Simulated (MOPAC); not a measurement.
MOPAC input (PM6):

```
PM6 FORCE THERMO(298,298) PRECISE LET CHARGE=1 GEO-OK AUX(PRECISION=9) THREADS=1
H9N2Si2

N     2.35904811 1   -0.94808866 1   -0.09979753 1
Si    1.06732488 1    0.12689562 1    0.18187517 1
Si   -0.85351106 1    0.09400860 1    0.29908621 1
N    -2.17035065 1    0.08932730 1   -1.17463746 1
H     3.30960177 1   -0.66352918 1   -0.34733654 1
H     2.35792479 1   -1.96480829 1   -0.04331421 1
H     0.39512130 1    0.04147526 1    1.63980180 1
H     1.46548652 1    1.53362646 1   -0.03536913 1
H    -1.64305349 1   -0.85301444 1    1.13666652 1
H    -0.93568042 1    1.56366936 1    0.63915825 1
H    -2.28838545 1   -0.84478844 1   -1.60272700 1
H    -3.11761572 1    0.37670636 1   -0.86999885 1
H    -1.92312246 1    0.72408547 1   -1.95207873 1
```

From the output:

```
     H   13   4.319071

          HEAT OF FORMATION =     117.274557 KCALS/MOLE

          ZERO POINT ENERGY      56.330 KCAL/MOL

           NORMAL COORDINATE ANALYSIS (Total motion = 1 Angstrom)

   Root No.       1         2         3         4         5         6         7         8

                 1 A       2 A       3 A       4 A       5 A       6 A       7 A       8 A

                 104.8     111.0     158.5     180.7     207.1     333.6     384.8     477.6

           1   -0.0148   -0.0012   -0.0053   -0.0092   -0.0210   -0.0228    0.0194   -0.0267
           2   -0.0502    0.0152   -0.0019   -0.0441   -0.0362   -0.0070    0.0036   -0.0060
           3    0.0646    0.0121    0.0102    0.0049   -0.0303    0.0108    0.0090    0.0011
           4   -0.0146   -0.0008   -0.0050   -0.0090   -0.0207   -0.0154    0.0138   -0.0158
           5    0.0105   -0.0053   -0.0053    0.0512    0.0260    0.0044    0.0117   -0.0332
           6   -0.0230   -0.0061   -0.0002   -0.0312    0.0497   -0.0147   -0.0216   -0.0140
           7   -0.0226    0.0025   -0.0032    0.0262    0.0213    0.0348   -0.0116    0.0146
           8    0.0180   -0.0061   -0.0074   -0.0013   -0.0218   -0.0182   -0.0092    0.0222
           9   -0.0216   -0.0025   -0.0152    0.0364   -0.0300    0.0006   -0.0066    0.0382
          10    0.0767   -0.0003    0.0171   -0.0253    0.0147   -0.0037   -0.0157    0.0265
          11   -0.0001    0.0043    0.0231   -0.0343    0.0336    0.0142   -0.0092    0.0345
          12    0.0142    0.0032    0.0123   -0.0075   -0.0022   -0.0020    0.0232   -0.0486
          13    0.0044   -0.0150   -0.0099    0.0408    0.0402   -0.0177    0.0159   -0.0461
          14   -0.0509    0.0317   -0.0866   -0.1110   -0.0521   -0.0095    0.0128    0.0119
          15    0.0197   -0.0101    0.3121    0.1069   -0.1328    0.0059   -0.0135   -0.0086
          16   -0.0317    0.0118   -0.0008   -0.0569   -0.0796   -0.0297    0.0244   -0.0064
          17   -0.0965    0.0150    0.0892   -0.0611   -0.0946   -0.0231   -0.0101   -0.0026
          18    0.1674    0.0475   -0.2689   -0.0692   -0.0044    0.0431    0.0678    0.0418
          19   -0.0220    0.0049    0.0180    0.0116    0.0017   -0.0634   -0.0844   -0.0286
          20    0.0100   -0.0183    0.0188   -0.0165    0.0309    0.0703    0.1899    0.0235
          21   -0.0220   -0.0066   -0.0099   -0.0116    0.0252   -0.0038    0.0072   -0.0058
          22   -0.0024   -0.0120   -0.0134    0.0181   -0.0190    0.0058    0.0250   -0.0859
          23    0.0327   -0.0046   -0.0358    0.0789    0.0205   -0.0328   -0.0647   -0.1187
          24   -0.0725   -0.0210    0.0783   -0.0873    0.0621    0.1181    0.2154    0.1603
          25   -0.0374   -0.0191    0.0050    0.1121    0.1240   -0.1550    0.0874    0.1641
          26    0.0158   -0.0049   -0.0065   -0.0216   -0.0585    0.0793   -0.0051   -0.0220
          27   -0.0162   -0.0005   -0.0172    0.0441    0.0021   -0.0872   -0.0266    0.0662
          28   -0.0345    0.0140   -0.0067   -0.0111   -0.0334    0.1434   -0.1205   -0.0240
          29    0.0052    0.0064   -0.0122   -0.0398   -0.0780    0.1124   -0.1211   -0.0252
          30    0.0008    0.0036   -0.0403   -0.0338   -0.0713    0.1878    0.0019   -0.0784
          31    0.1212   -0.1447    0.0160   -0.0582   -0.0136   -0.0260   -0.0309    0.0310
          32    0.0232   -0.1462    0.0219   -0.0650    0.0185    0.0152   -0.0106    0.0215
          33   -0.0094   -0.1574    0.0118   -0.0326    0.0111    0.0487    0.0435   -0.0817
          34    0.0820   -0.1070    0.0080   -0.0346   -0.0038   -0.0043   -0.0213    0.0299
          35   -0.0376    0.2306    0.0304    0.0057    0.0669    0.0227    0.0041    0.0345
          36    0.0625    0.0989    0.0463   -0.0402    0.0264   -0.0180    0.0318   -0.0891
          37    0.0973    0.2426    0.0481   -0.0217    0.0530   -0.0226   -0.0070    0.0045
          38    0.0011   -0.0623    0.0406   -0.0686    0.0625    0.0489    0.0139   -0.0116
          39    0.0156    0.0704    0.0044    0.0150   -0.0167   -0.0249    0.0085   -0.0180

   Root No.       9        10        11        12        13        14        15        16

                 9 A      10 A      11 A      12 A      13 A      14 A      15 A      16 A

                 549.3     598.0     615.8     700.8     709.5     759.0     771.6     799.0

           1    0.0066   -0.0153    0.0201    0.0062    0.0002   -0.0024   -0.0162    0.0038
           2   -0.0033    0.0004    0.0283    0.0044    0.0169    0.0126    0.0276   -0.0092
           3    0.0013    0.0001    0.0077   -0.0048    0.0060   -0.0556    0.0079    0.0116
           4    0.0023   -0.0051    0.0064    0.0026    0.0000    0.0020   -0.0025    0.0013
           5   -0.0027   -0.0220    0.0032    0.0100   -0.0082    0.0007   -0.0153    0.0084
           6    0.0052    0.0030   -0.0025   -0.0002   -0.0025    0.0076   -0.0027   -0.0038
           7   -0.0058    0.0334   -0.0104   -0.0051   -0.0015   -0.0034   -0.0052   -0.0064
           8   -0.0106    0.0422   -0.0094   -0.0105    0.0004    0.0044    0.0038    0.0084
           9    0.0063   -0.0332    0.0079   -0.0086   -0.0000   -0.0000   -0.0030   -0.0020
          10    0.0149   -0.0140    0.0100   -0.0038   -0.0221    0.0036    0.0195    0.0085
          11    0.0190   -0.0230    0.0082    0.0184   -0.0027   -0.0124   -0.0064   -0.0244
          12   -0.0276    0.0460   -0.0129    0.0012   -0.0110   -0.0057    0.0102   -0.0152
          13   -0.0356    0.0079    0.1950    0.0123    0.0744   -0.0144    0.0852   -0.0188
          14    0.0196   -0.0240   -0.1044   -0.0145   -0.0389   -0.0724   -0.0490    0.0290
          15    0.0387    0.0235   -0.0179    0.0427   -0.0084    0.2692   -0.0111   -0.0570
          16    0.0479   -0.0334   -0.1427   -0.0010   -0.0720    0.0159   -0.1182    0.0231
          17    0.0398   -0.0140   -0.1080   -0.0156   -0.0406   -0.0773   -0.0563    0.0290
          18   -0.0169   -0.0148   -0.0292    0.0416   -0.0189    0.2835   -0.0171   -0.0545
          19   -0.1671   -0.0922    0.0026   -0.0606   -0.0490    0.0302   -0.0052    0.0182
          20    0.0424    0.0385   -0.0339   -0.0254    0.0208   -0.0653    0.0064   -0.0867
          21    0.0407   -0.0079    0.0042    0.0110    0.0074    0.0041   -0.0067   -0.0065
          22    0.0549   -0.1534   -0.1895    0.0677    0.0298   -0.0095    0.2315   -0.0129
          23    0.0728   -0.0517   -0.0744    0.0068    0.0132   -0.0090    0.0734   -0.0304
          24   -0.1455   -0.0790   -0.0144    0.0815   -0.0284    0.0179    0.0227    0.0858
          25    0.0292    0.0554   -0.1005   -0.0740    0.1550    0.0211    0.0648   -0.0202
          26   -0.0282   -0.0658    0.0041   -0.1668   -0.0234   -0.0016   -0.0035   -0.1172
          27    0.0245    0.0984    0.0044    0.1876    0.0098    0.0054   -0.0037    0.1521
          28   -0.0995   -0.0440   -0.0480    0.0476    0.0627   -0.0013    0.0320    0.0262
          29   -0.0950   -0.0287   -0.0498    0.0433    0.0701    0.0068    0.0409    0.0435
          30    0.1929    0.1187    0.0352    0.0281    0.0881    0.0205   -0.0453    0.0392
          31   -0.0317   -0.0537   -0.0191    0.0623    0.0844   -0.0339   -0.0832   -0.0677
          32    0.0016   -0.0433   -0.0054    0.0192    0.0548   -0.0114   -0.0519   -0.0264
          33    0.0166    0.0405    0.0064   -0.1252   -0.0477    0.0680    0.0774    0.1242
          34    0.0046   -0.0054    0.0059    0.0242   -0.0190   -0.0128    0.0084   -0.0212
          35    0.0543    0.0083    0.0300   -0.0298   -0.0832    0.0146    0.0697    0.0325
          36   -0.0644   -0.0392   -0.0521   -0.0497    0.1677    0.0280   -0.1095    0.0322
          37   -0.0037   -0.0627   -0.0115   -0.0394    0.0786    0.0268   -0.0468    0.0453
          38    0.0440   -0.0676    0.0096   -0.1181    0.0460    0.0711   -0.0028    0.1260
          39   -0.0433    0.0609   -0.0150    0.0794   -0.0293   -0.0546    0.0015   -0.1045

   Root No.      17        18        19        20        21        22        23        24

                17 A      18 A      19 A      20 A      21 A      22 A      23 A      24 A

                 857.9     886.0     973.8    1081.8    1451.3    1536.2    1558.9    1561.8

           1    0.0302    0.0095   -0.1174    0.0158    0.0005   -0.0562    0.0001    0.0003
           2   -0.0091    0.0020   -0.0034    0.0022   -0.0002   -0.0015    0.0000    0.0001
           3   -0.0028   -0.0039   -0.0018   -0.0059    0.0001    0.0001   -0.0000   -0.0002
           4   -0.0068   -0.0029    0.0840   -0.0232    0.0006    0.0023   -0.0000    0.0000
           5    0.0084   -0.0049    0.0118   -0.0105    0.0003    0.0003    0.0000   -0.0000
           6    0.0004    0.0047    0.0009   -0.0006    0.0001   -0.0001   -0.0000    0.0001
           7   -0.0229    0.0040   -0.0215   -0.0004    0.0000   -0.0003    0.0000   -0.0002
           8   -0.0117   -0.0017   -0.0152   -0.0015    0.0002   -0.0004   -0.0001    0.0000
           9   -0.0032    0.0069    0.0016    0.0050   -0.0001   -0.0001   -0.0000   -0.0001
          10    0.0152    0.0027    0.0056    0.0030    0.0233    0.0003    0.0094   -0.0332
          11    0.0039   -0.0106    0.0027    0.0040    0.0313    0.0006   -0.0317    0.0001
          12    0.0123   -0.0074   -0.0014   -0.0079   -0.0455   -0.0012   -0.0176   -0.0180
          13   -0.0033    0.0132   -0.1298    0.0204   -0.0073    0.3657   -0.0006   -0.0023
          14    0.0138   -0.0092    0.0189   -0.0081    0.0040   -0.2508    0.0004    0.0015
          15    0.0020    0.0232   -0.0022    0.0027    0.0014   -0.0797    0.0002    0.0011
          16    0.0623    0.0091   -0.1187    0.0136   -0.0060    0.3491   -0.0005   -0.0023
          17    0.0198   -0.0036   -0.0100   -0.0030   -0.0039    0.2738   -0.0005   -0.0021
          18    0.0049    0.0135   -0.0129    0.0134   -0.0016    0.0788    0.0001    0.0003
          19   -0.0011   -0.1628    0.0910    0.3927   -0.0037    0.0010    0.0004   -0.0001
          20    0.0262    0.2282    0.1397    0.3183   -0.0049   -0.0021   -0.0008    0.0008
          21    0.0025    0.0303    0.0245   -0.1069   -0.0024    0.0020    0.0004    0.0012
          22   -0.1244   -0.0468   -0.1055    0.0271   -0.0027    0.0060    0.0001   -0.0003
          23   -0.0311    0.0194   -0.0522    0.0401   -0.0019    0.0004    0.0001    0.0004
          24   -0.0226   -0.1047   -0.0755   -0.0683    0.0021    0.0014   -0.0000   -0.0007
          25    0.1964   -0.0980    0.0379   -0.0331   -0.0010    0.0012   -0.0004    0.0002
          26   -0.0000   -0.0426   -0.0487   -0.0886   -0.0036   -0.0013   -0.0009   -0.0007
          27   -0.0438    0.0675    0.0289    0.1080    0.0002   -0.0000    0.0001    0.0003
          28    0.1474    0.0879    0.0510   -0.0327   -0.0042    0.0037    0.0012   -0.0009
          29    0.1608    0.0711    0.0527   -0.0208   -0.0001    0.0036   -0.0000    0.0001
          30    0.0472   -0.2246    0.0383    0.1343    0.0013    0.0013   -0.0001   -0.0000
          31   -0.0456   -0.0155   -0.0082    0.0009   -0.2002   -0.0038    0.2358    0.0912
          32   -0.0346   -0.0080   -0.0062    0.0029   -0.0718    0.0002    0.1792    0.1655
          33    0.0242    0.0413    0.0008   -0.0033    0.2129    0.0074    0.0834    0.2973
          34    0.0146   -0.0089    0.0047    0.0017   -0.0052    0.0002   -0.1694    0.0246
          35    0.0495    0.0014    0.0144    0.0026   -0.1277   -0.0019    0.3670    0.0010
          36   -0.1033    0.0275   -0.0300   -0.0022    0.2765    0.0046    0.1300   -0.1843
          37   -0.0514    0.0237   -0.0097    0.0030   -0.1185   -0.0006   -0.1985    0.3514
          38   -0.0397    0.0470   -0.0046    0.0051   -0.2348   -0.0076   -0.1007   -0.1672
          39    0.0335   -0.0401    0.0016   -0.0075    0.1416    0.0045    0.0336    0.1394

   Root No.      25        26        27        28        29        30        31        32

                25 A      26 A      27 A      28 A      29 A      30 A      31 A      32 A
```

The dipole moment of an ion depends on the origin.
